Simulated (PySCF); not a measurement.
# How methods differ on the ionisation energy of W⁵⁹⁺

W⁵⁹⁺ [Ne] 3s2 3p3 (4S) → W⁶⁰⁺ [Ne] 3s2 3p2 (3P), as a difference of total energies. Computed with PySCF 2.14 in an uncontracted even-tempered set (17 s from 16 bohr⁻², ratio 2.5; 12 p from 21 bohr⁻², ratio 2.5; 4 d from 81 bohr⁻², ratio 2.7; 4 f from 120 bohr⁻², ratio 2.7), with scalar relativity by spin-free X2C-1e. Correlated levels: outer shells: 1s2 frozen; virtual orbitals above 40 to 60 times the deepest correlated orbital energy dropped. The calculations carry no spin-orbit coupling.

```json
{"method": "UHF", "ionisation energy (eV)": "6233.7"}
{"method": "LDA", "ionisation energy (eV)": "6233.2"}
{"method": "PBE", "ionisation energy (eV)": "6234.3"}
{"method": "PBE0", "ionisation energy (eV)": "6234.6"}
{"method": "r2SCAN", "ionisation energy (eV)": "6235.9"}
{"method": "MN15", "ionisation energy (eV)": "6240.3"}
{"method": "TPSSh", "ionisation energy (eV)": "6234.7"}
{"method": "MP2 (outer shells)", "ionisation energy (eV)": "6234.4"}
{"method": "SCS-MP2 (outer shells)", "ionisation energy (eV)": "6234.1"}
```

Spin-orbit coupling is strong in these open shells (close to jj coupling). The scalar numbers leave it out and a first-order estimate fails, so it can dominate the gap to the real levels.

The ground level that NIST lists for one species does not belong to the high-spin term computed here, so part of any gap is the choice of state.

Breit and QED terms and the two-electron picture change are absent.

For comparison: 6093 ± 5 eV (semi-empirical (NIST evaluation); NIST Atomic Spectra Database, ionization energies).
